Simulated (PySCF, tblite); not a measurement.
Parent: `[CH3:1][CH2:2][N:3]([CH3:4])[PH-:5]` (charge -1) with C1–C2–N3–C4 77°, C2–N3–P5–H 115°, [C3H9NP]-.

Structures optimised with GFN2-xTB, isolated species. One conformer each, not checked by frequencies here.

```csv
coordinate of the parent,value
C1–C2,1.533 Å
C2–N3,1.442 Å
N3–C4,1.441 Å
N3–P5,1.777 Å
C1–C2–N3,112.1°
C2–N3–C4,112.5°
C2–N3–P5,115.1°
C4–N3–P5,115.3°
```

Question: How does the shared frame change in `[CH3:1]/[CH:2]=[CH:3]/[P-:4][N:5]([CH3:6])[CH2:7][CH3:8]` (charge -1) with C2–C3–P4–N5 180°, C3–P4–N5–C6 -109°, P4–N5–C7–C8 72°, [C6H13NP]-? Atoms pair as C1 = C8, C2 = C7, N3 = N5, C4 = C6, P5 = P4 (parent first).

Answer: 
| parent | relative | value in the relative | change |
| --- | --- | --- | --- |
| C1–C2 | C8–C7 | 1.534 Å | +0.001 |
| C2–N3 | C7–N5 | 1.440 Å | -0.002 |
| N3–C4 | N5–C6 | 1.441 Å | 0.000 |
| N3–P5 | N5–P4 | 1.782 Å | +0.005 |
| C1–C2–N3 | C8–C7–N5 | 116.1° | +4.0 |
| C2–N3–C4 | C7–N5–C6 | 113.6° | +1.1 |
| C2–N3–P5 | C7–N5–P4 | 115.1° | 0.0 |
| C4–N3–P5 | C6–N5–P4 | 115.4° | +0.1 |

Of the parent's bonds, N3–P5 changes most (+0.005 Å). Bonds of the relative outside the shared frame: C1–C2 1.500, C2=C3 1.345, C3–P4 1.765 Å. Point group C1 → C1.

All values are computed, not measured.
